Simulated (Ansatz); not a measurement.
Reactions of C$_{2}$H$_{5}$BO, SMILES `BC(=C)O`.

Calculated with Ansatz (gas phase, PBE0-D4/def2-TZVP geometries, no zero-point term in ΔE). CCSD(T)/CBS adds triple-zeta CCSD(T) − MP2 to the extrapolated MP2 energy (def2 sets, frozen cores). This one scheme is used for every species, atoms too. DFT in def2-TZVPP. B3LYP here is the variant with VWN-RPA as its local correlation; programs differ in this. No spin–orbit coupling; open shells (•) take unrestricted orbitals. Spin–orbit coupling would lower the free atoms: a little for B, C, O. Bonds to Ge are less sure, by a few kJ/mol each and by 10 to 20 or more in all where they break to atoms, as the def2 sets lack core-valence functions. Scalar relativity is left out up to krypton. One conformer a species, not always the lowest.

```csv
reaction,HF/CBS(def2) (eV),PBE-D4 (eV),B3LYP-D4 (eV),B2PLYP (eV)
`BC(=C)O` → B• + 2 C• + 5 H• + O•,27.02,37.60,36.74,36.35
`BC(=C)O` + H₂ → `BC=C` + H₂O,-0.99,-0.59,-0.70,-0.77
`BC(=C)O` → `BC1CO1`,0.94,0.80,0.94,0.89
`BC(=C)O` + `[NH2][GeH3]` → `BC(=C)[NH][GeH3]` + H₂O,-0.07,-0.20,-0.20,-0.16
`BC(=C)O` + `OC=S` → `C=C(O)OC=S` + BH₃,0.74,0.94,0.87,0.88
`BC(=C)O` + `C=CF` → `C=C(O)C(=C)F` + BH₃,0.32,0.42,0.37,0.38
```

Give the CCSD(T)/CBS values in the same order. (Best estimate.)

Computed: 36.49, -0.83, 0.89, -0.27, 0.92, 0.37 eV.

Largest T1 diagnostic: 0.018, for `OC=S`.
